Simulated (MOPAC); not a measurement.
MOPAC input (MNDO):

```
MNDO PRECISE GNORM=0.05 LET XYZ CHARGE=1 GEO-OK AUX(PRECISION=9) THREADS=1
H9N2OSi2

N    -2.35602100 1    0.60945400 1   -1.47477000 1
Si   -1.67813000 1   -0.09981700 1   -0.11531500 1
O     0.10867600 1    0.06949200 1   -0.32412600 1
Si    1.47946700 1   -0.59469300 1    0.63715900 1
N     2.62436600 1    0.60860300 1    0.83780000 1
H    -2.74777000 1    1.53917200 1   -1.46983400 1
H    -2.61268600 1    0.09222800 1   -2.30217100 1
H    -1.81157700 1   -1.55645300 1   -0.04282600 1
H    -1.91813900 1    0.65057900 1    1.11897600 1
H     0.34547900 1    0.63083400 1   -1.08076300 1
H     0.71027700 1   -0.95954500 1    1.83087600 1
H     1.97918000 1   -1.68557200 1   -0.20130100 1
H     2.58883700 1    1.31575600 1    1.55614600 1
H     3.49985900 1    0.61380200 1    0.33688300 1
```

From the output:

```
                                                       MOPAC v23.2.5 Linux

          FINAL HEAT OF FORMATION =          3.27840 KCAL/MOL =      13.71683 KJ/MOL

          COSMO AREA              =        151.52 SQUARE ANGSTROMS
          COSMO VOLUME            =        145.22 CUBIC ANGSTROMS

          GRADIENT NORM           =          0.04110          =       0.01099 PER ATOM
          IONIZATION POTENTIAL    =         14.658268 EV
          HOMO LUMO ENERGIES (EV) =        -14.658 -3.080
          NO. OF FILLED LEVELS    =         16
          MOLECULAR WEIGHT        =        109.2549         POINT GROUP:  C2

          MOLECULAR DIMENSIONS (Angstroms)

            Atom       Atom       Distance
            H    13    H     7     6.49981
            H     9    H    12     4.16903
            H     6    H    11     2.87154

          SCF CALCULATIONS        =         72

   ATOM   CHEMICAL          X               Y               Z
  NUMBER   SYMBOL      (ANGSTROMS)     (ANGSTROMS)     (ANGSTROMS)

     1       N         -2.24094086  *   0.54709914  *  -1.51574461  *
     2      Si         -1.67324934  *  -0.12506660  *  -0.08299244  *
     3       O          0.07051684  *   0.23513749  *  -0.16218762  *
     4      Si          1.41501232  *  -0.62315128  *   0.63306859  *
     5       N          2.59902566  *   0.56781538  *   0.71409252  *
     6       H         -2.71295003  *   1.41656191  *  -1.57364989  *
     7       H         -2.36163590  *   0.04012286  *  -2.35864776  *
     8       H         -1.67624241  *  -1.49623285  *  -0.05899842  *
     9       H         -2.09465374  *   0.53264907  *   1.04280641  *
    10       H          0.31428491  *   0.97906854  *  -0.69628259  *
    11       H          0.86046705  *  -0.95564609  *   1.84245337  *
    12       H          1.71301335  *  -1.64247940  *  -0.23282293  *
    13       H          2.74864740  *   1.15102271  *   1.50119891  *
    14       H          3.37450395  *   0.62377812  *   0.09961137  *

                             CARTESIAN COORDINATES

   1    N       -2.240940861     0.547099144    -1.515744615
   2   Si       -1.673249339    -0.125066603    -0.082992439
   3    O        0.070516842     0.235137494    -0.162187623
   4   Si        1.415012320    -0.623151280     0.633068594
   5    N        2.599025665     0.567815379     0.714092517
   6    H       -2.712950027     1.416561911    -1.573649894
   7    H       -2.361635903     0.040122856    -2.358647759
   8    H       -1.676242410    -1.496232852    -0.058998420
   9    H       -2.094653744     0.532649066     1.042806411
  10    H        0.314284907     0.979068542    -0.696282591
  11    H        0.860467048    -0.955646092     1.842453374
  12    H        1.713013350    -1.642479405    -0.232822931
  13    H        2.748647399     1.151022712     1.501198912
  14    H        3.374503951     0.623778123     0.099611369

           Empirical Formula: H9 N2 O Si2  =    14 atoms

      MOLECULAR POINT GROUP   :   C2

                  EIGENVALUES
 -47.48696 -37.13004 -36.90022 -25.64868 -24.28491 -22.53321 -21.34993 -21.27099
 -20.37916 -19.90240 -19.07182 -18.84012 -16.78766 -16.52829 -14.84602 -14.65827
  -3.07956  -2.24702  -2.10389  -2.02729  -2.00017  -1.72911  -1.49639  -1.28238
   0.43317   2.00313   2.02214   2.51377   2.51576

              NET ATOMIC CHARGES AND DIPOLE CONTRIBUTIONS

  ATOM NO.   TYPE          CHARGE      No. of ELECS.   s-Pop       p-Pop
    1          N          -0.741141        5.7411     1.52281     4.21833
    2         Si           1.659592        2.3404     0.98021     1.36020
    3          O          -0.620361        6.6204     1.75583     4.86453
    4         Si           1.659572        2.3404     0.98022     1.36021
    5          N          -0.741120        5.7411     1.52284     4.21828
    6          H           0.175790        0.8242     0.82421
    7          H           0.175046        0.8250     0.82495
    8          H          -0.302612        1.3026     1.30261
    9          H          -0.293520        1.2935     1.29352
   10          H           0.274065        0.7259     0.72594
   11          H          -0.302555        1.3026     1.30256
   12          H          -0.293583        1.2936     1.29358
   13          H           0.175045        0.8250     0.82495
   14          H           0.175782        0.8242     0.82422
 DIPOLE           X         Y         Z       TOTAL
 POINT-CHG.    -0.481    -1.449     1.054     1.855
 HYBRID         0.451     1.364    -0.987     1.743
 SUM           -0.030    -0.085     0.067     0.112

          ATOMIC ORBITAL ELECTRON POPULATIONS

     Atom    s        px        py        pz
    1  N   1.52281   1.73950   1.23945   1.23937
    2 Si   0.98021   0.36593   0.50069   0.49358
    3  O   1.75583   1.57195   1.55125   1.74133
    4 Si   0.98022   0.41838   0.46025   0.48158
    5  N   1.52284   1.38134   1.53371   1.30324
    6  H   0.82421
    7  H   0.82495
    8  H   1.30261
    9  H   1.29352
   10  H   0.72594
   11  H   1.30256
   12  H   1.29358
   13  H   0.82495
   14  H   0.82422

 **********************
 *                    *
 * JOB ENDED NORMALLY *
 *                    *
 **********************

 == MOPAC DONE ==
```

The dipole moment of an ion depends on the origin.

The geometry given is a B3LYP-D3(BJ)/def2-TZVP minimum.
